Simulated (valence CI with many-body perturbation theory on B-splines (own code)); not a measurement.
# E1 line list for Pb LXXVIII

Computed by valence CI with perturbative core correlation (CI+MBPT): three valence electrons over a frozen Dirac-Fock core [He], a basis of 11 s, 11 p, 10 d, 8 f, 5 g, 2 h functions for each j, with the one-electron correlation potential Σ1 (screened to all orders), the two-electron term Σ2, the three-electron term Σ3, Breit, model QED; selected single and double excitations, second order for the rest, scaled by the run's own slope (own B-spline code, finite nucleus).

No measured spectrum was set against this ion. As an estimate, large intervals hold to a few tenths of a per cent, small ones and those within an open d or f shell to about a per cent.

Lines 151 to 200 of 538 in falling wavelength, among levels below 1502.2 Ry, chosen from the strongest by gf and those to the six lowest levels. Wavelengths and rates use the calculated energies. Electric multipoles are in the length gauge, E1 and E2 with the static RPA response of the core. Weak lines are less certain than strong ones. Lines between different terms over intervals too small for the method are left out, as are lines whose strength nearly cancels. The highest levels of a list are the least certain.

Levels are named by their leading jj configuration (3d3/2^4 stands for four electrons in 3d with j = 3/2), which in mixed levels can hold well under half, so a name can repeat and another be missing. Letters in brackets count levels of one name in rising energy.

| λ vac (Å) | Upper | Lower | A (s⁻¹) | S (a.u.) |
| --- | --- | --- | --- | --- |
| 4.709 | (2p1/2 2p3/2^2) J=3/2 | (2s 2p1/2 2p3/2) J=1/2 | 1.98e+13 | 4.09e-03 |
| 4.705 | (2p3/2^2 3d5/2) J=5/2 [a] | (2s 2p3/2 3d5/2) J=5/2 [b] | 8.31e+12 | 2.56e-03 |
| 4.700 | (2p3/2^2 3p3/2) J=3/2 [a] | (2s 2p3/2 3p3/2) J=1/2 [b] | 2.00e+13 | 4.10e-03 |
| 4.672 | (2p1/2 2p3/2^2) J=5/2 | (2s 2p1/2 2p3/2) J=3/2 [b] | 2.44e+13 | 7.36e-03 |
| 4.668 | (2p1/2 2p3/2 3d5/2) J=3/2 [a] | (2s 2p1/2 3d5/2) J=3/2 | 1.26e+13 | 2.54e-03 |
| 4.668 | (2p1/2 2p3/2 3p3/2) J=3/2 [a] | (2s 2p1/2 3p3/2) J=3/2 [b] | 1.27e+13 | 2.54e-03 |
| 4.665 | (2p1/2 2p3/2 3d5/2) J=5/2 [a] | (2s 2p1/2 3d5/2) J=5/2 [b] | 9.61e+12 | 2.89e-03 |
| 4.654 | (2p1/2 2p3/2 3d3/2) J=5/2 [a] | (2s 2p1/2 3d3/2) J=5/2 | 1.28e+13 | 3.82e-03 |
| 4.654 | (2p3/2^2 3d5/2) J=5/2 [b] | (2p1/2 2p3/2 3p3/2) J=5/2 [b] | 6.05e+12 | 1.80e-03 |
| 4.652 | (2p1/2 2p3/2 3s) J=3/2 [b] | (2s 2p1/2 3s) J=1/2 [b] | 1.88e+13 | 3.74e-03 |
| 4.651 | (2p3/2^3) J=3/2 | (2s 2p3/2^2) J=3/2 | 5.03e+13 | 9.99e-03 |
| 4.651 | (2p1/2 2p3/2 3d5/2) J=9/2 | (2s 2p1/2 3d5/2) J=7/2 | 2.13e+13 | 1.06e-02 |
| 4.650 | (2p3/2^3) J=3/2 | (2s 2p3/2^2) J=1/2 | 1.19e+13 | 2.35e-03 |
| 4.646 | (2p1/2 2p3/2 3p1/2) J=3/2 [a] | (2s 2p1/2 3p1/2) J=3/2 | 1.12e+13 | 2.21e-03 |
| 4.642 | (2p1/2 2p3/2 3p3/2) J=7/2 | (2s^2 3d5/2) J=5/2 | 2.42e+13 | 9.56e-03 |
| 4.642 | (2p1/2 2p3/2 3d5/2) J=5/2 [a] | (2s 2p1/2 3d5/2) J=7/2 | 6.08e+12 | 1.80e-03 |
| 4.640 | (2s 2p3/2 3d5/2) J=7/2 [b] | (2s 2p1/2 3p3/2) J=5/2 | 2.47e+13 | 9.76e-03 |
| 4.635 | (2p3/2^2 3d5/2) J=5/2 [b] | (2s 2p3/2 3d5/2) J=3/2 [b] | 7.31e+12 | 2.16e-03 |
| 4.633 | (2p1/2 2p3/2 3d5/2) J=5/2 [b] | (2s 2p1/2 3d5/2) J=3/2 | 9.95e+12 | 2.93e-03 |
| 4.632 | (2p1/2 2p3/2 3d5/2) J=5/2 [b] | (2s 2p1/2 3d5/2) J=5/2 [b] | 6.52e+12 | 1.92e-03 |
| 4.631 | (2p3/2^2 3p3/2) J=3/2 [b] | (2s 2p3/2 3p3/2) J=3/2 [b] | 2.69e+13 | 5.28e-03 |
| 4.630 | (2p3/2^2 3p3/2) J=1/2 | (2s 2p3/2 3p3/2) J=1/2 [a] | 2.29e+13 | 2.24e-03 |
| 4.629 | (2s 2p3/2 3p3/2) J=5/2 [b] | (2s^2 3p3/2) J=3/2 | 3.20e+13 | 9.40e-03 |
| 4.628 | (2p1/2 2p3/2 3d3/2) J=5/2 [b] | (2s 2p1/2 3d3/2) J=3/2 [b] | 2.09e+13 | 6.15e-03 |
| 4.627 | (2p1/2 2p3/2 3p3/2) J=3/2 [b] | (2s 2p1/2 3p3/2) J=1/2 | 1.16e+13 | 2.27e-03 |
| 4.626 | (2p1/2 2p3/2 3d3/2) J=7/2 | (2s 2p1/2 3d3/2) J=5/2 | 2.13e+13 | 8.34e-03 |
| 4.625 | (2p1/2 2p3/2 3d5/2) J=7/2 [a] | (2s 2p1/2 3d5/2) J=5/2 [a] | 1.80e+13 | 7.04e-03 |
| 4.624 | (2p1/2 2p3/2 3d3/2) J=3/2 [b] | (2s 2p1/2 3d3/2) J=1/2 | 1.13e+13 | 2.21e-03 |
| 4.624 | (2p1/2 2p3/2 3p1/2) J=5/2 | (2s 2p1/2 3p1/2) J=3/2 | 2.40e+13 | 7.02e-03 |
| 4.624 | (2p3/2^2 3d3/2) J=3/2 [b] | (2s 2p3/2 3d3/2) J=1/2 [b] | 9.96e+12 | 1.94e-03 |
| 4.622 | (2p3/2^2 3p3/2) J=5/2 | (2s 2p3/2 3p3/2) J=5/2 [a] | 1.68e+13 | 4.92e-03 |
| 4.622 | (2p1/2 2p3/2 3p3/2) J=5/2 [a] | (2s 2p1/2 3p3/2) J=3/2 [a] | 1.72e+13 | 5.03e-03 |
| 4.621 | (2p1/2 2p3/2 3p1/2) J=3/2 [b] | (2s 2p1/2 3p1/2) J=1/2 [b] | 2.40e+13 | 4.68e-03 |
| 4.620 | (2p3/2^2 3d5/2) J=5/2 [b] | (2s 2p3/2 3d5/2) J=5/2 [b] | 1.40e+13 | 4.09e-03 |
| 4.619 | (2p1/2 2p3/2 3d5/2) J=7/2 [b] | (2s 2p1/2 3d5/2) J=5/2 [b] | 1.11e+13 | 4.34e-03 |
| 4.618 | (2p1/2 2p3/2 3d3/2) J=3/2 [b] | (2s 2p1/2 3d3/2) J=3/2 [b] | 1.20e+13 | 2.34e-03 |
| 4.617 | (2p3/2^2 3d5/2) J=7/2 | (2s 2p3/2 3d5/2) J=7/2 [a] | 1.11e+13 | 4.33e-03 |
| 4.617 | (2s 2p3/2 3d3/2) J=3/2 [b] | (2s^2 3d3/2) J=3/2 | 3.23e+13 | 6.27e-03 |
| 4.616 | (2s 2p3/2 3d5/2) J=3/2 [b] | (2s 2p1/2 3p3/2) J=5/2 | 1.45e+13 | 2.81e-03 |
| 4.611 | (2p3/2^2 3d5/2) J=5/2 [b] | (2s 2p3/2 3d5/2) J=7/2 [b] | 1.41e+13 | 4.08e-03 |
| 4.608 | (2s 2p3/2 3d3/2) J=5/2 [b] | (2s^2 3d3/2) J=3/2 | 2.96e+13 | 8.59e-03 |
| 4.606 | (2p3/2^2 3p1/2) J=1/2 | (2s 2p3/2 3p1/2) J=3/2 [b] | 3.56e+13 | 3.44e-03 |
| 4.606 | (2p3/2^2 3s) J=1/2 | (2s 2p3/2 3s) J=3/2 [b] | 3.47e+13 | 3.34e-03 |
| 4.606 | (2p3/2^2 3d5/2) J=7/2 | (2s 2p3/2 3d5/2) J=5/2 [a] | 1.02e+13 | 3.94e-03 |
| 4.605 | (2s 2p3/2 3p1/2) J=1/2 | (2s^2 3p1/2) J=1/2 | 3.40e+13 | 3.28e-03 |
| 4.604 | (2p3/2^2 3d3/2) J=3/2 [b] | (2s 2p3/2 3d3/2) J=5/2 [b] | 2.79e+13 | 5.37e-03 |
| 4.604 | (2p1/2 2p3/2 3s) J=5/2 | (2s 2p1/2 3s) J=3/2 | 2.37e+13 | 6.84e-03 |
| 4.604 | (2p1/2 2p3/2 3d3/2) J=1/2 [b] | (2s 2p1/2 3d3/2) J=1/2 | 2.16e+13 | 2.08e-03 |
| 4.603 | (2s 2p3/2 3s) J=1/2 | (2s^2 3s) J=1/2 | 3.39e+13 | 3.27e-03 |
| 4.603 | (2p3/2^2 3d5/2) J=1/2 | (2s 2p3/2 3d5/2) J=3/2 [a] | 2.25e+13 | 2.17e-03 |
